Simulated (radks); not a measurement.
The numbers below are computed, except where a source is named.
Ni3+, 25 electrons, occupied as [Ar] 3d5 4f2 (not the ground configuration). Code: a radial shooting solver on a logarithmic mesh with Libxc functionals. Model: scalar-relativistic Kohn-Sham, PBE, spin-polarised, spherical densities, finite nucleus; open shells are filled with parallel spins first; Fermi nuclear charge, rms radius 3.7757 fm.

Unscreened Slater integrals over Kohn-Sham orbitals (cm^-1). They are taken over the spin-up orbitals.

\begin{tabular}{lr}
integral & value \\ \hline
F0(4f,4f) & 53952 \\
F2(4f,4f) & 29331 \\
F4(4f,4f) & 19388 \\
F6(4f,4f) & 14279 \\
F0(4f,3d) & 68387 \\
F2(4f,3d) & 7700.4 \\
F4(4f,3d) & 2481.8 \\
G1(4f,3d) & 2885.5 \\
G3(4f,3d) & 1643.6 \\
G5(4f,3d) & 1122.8 \\
F0(4f,3p) & 68463 \\
F2(4f,3p) & 6822.7 \\
G2(4f,3p) & 1343.9 \\
G4(4f,3p) & 866.68 \\
F0(4f,3s) & 68485 \\
G3(4f,3s) & 863.03 \\
F0(3d,3d) & 254090 \\
F2(3d,3d) & 122160 \\
F4(3d,3d) & 76960 \\
F0(3d,3p) & 259230 \\
F2(3d,3p) & 125430 \\
G1(3d,3p) & 152970 \\
G3(3d,3p) & 94640 \\
F0(3d,3s) & 263070 \\
G2(3d,3s) & 117470 \\
F0(3p,3p) & 266810 \\
F2(3p,3p) & 134270 \\
F0(3p,3s) & 270610 \\
G1(3p,3s) & 179620 \\
F0(3s,3s) & 274800 \\
\end{tabular}

Derived for the open shells (J is the average intra-shell exchange parameter used in DFT+U). 3d: Racah B = F2/49 - 5 F4/441 = 1620 cm^-1, C = 35 F4/441 = 6108 cm^-1, C/B = 3.77, F4/F2 = 0.630, J = (F2 + F4)/14 = 14220 cm^-1. 4f: F4/F2 = 0.661, F6/F2 = 0.487, J = (286 F2 + 195 F4 + 250 F6)/6435 = 2446 cm^-1.
